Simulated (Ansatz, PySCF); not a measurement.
System: C3H8Si, net charge 0, singlet state. SMILES: [SiH3]CC=C
Structure (B3LYP-D3(BJ)/def2-TZVP (Ansatz, a quantum-chemistry and plane-wave program) minimum search):
```xyz
12

C     -2.1517     0.1281     0.6809
C     -1.0138    -0.5534     0.6094
C     -0.1038    -0.6009    -0.5756
Si     1.4535     0.4382    -0.3041
H     -2.7469     0.1415     1.5844
H     -2.5278     0.6958    -0.1630
H     -0.6780    -1.1031     1.4849
H      0.2133    -1.6284    -0.7800
H     -0.6106    -0.2323    -1.4713
H      1.0901     1.8687    -0.1801
H      2.1380     0.0087     0.9393
H      2.3892     0.2719    -1.4439
```

Harmonic wavenumbers (cm⁻¹) at HF/6-31G* (Ansatz, at its own minimum) and at B3LYP-D3(BJ)/def2-TZVP (PySCF, at the structure above). 6-31G* holds six Cartesian d functions. Modes are numbered in rising order, 30 in all, and paired by that order; shown are modes over 250 cm⁻¹ that lie over 6 % from every other mode at both levels, one of each degenerate set, at most eight drawn at random. The second level is harmonic too, so this factor is not the one that brings values to measured fundamentals.

| mode | HF/6-31G* (x) | B3LYP-D3(BJ)/def2-TZVP (y) |
|---|---|---|
| 4 | 434 | 410 |
| 5 | 566 | 527 |
| 9 | 926 | 852 |
| 19 | 1448 | 1335 |
| 22 | 1867 | 1699 |

**Question.** Fit one scale factor, y = λ·x, by least squares, and use it for mode 8, which lies at 836 cm⁻¹ at HF/6-31G*.

**Answer.** λ = Σxy/Σx² = 6370287/6948581 = 0.9168; the rows scatter about it by 9 cm⁻¹ (root mean square). Prediction for mode 8: 766 cm⁻¹. The wavenumber at B3LYP-D3(BJ)/def2-TZVP is 776 cm⁻¹, so the fit misses by -10 cm⁻¹, against +60 cm⁻¹ without it. The fit is meant for this molecule alone.
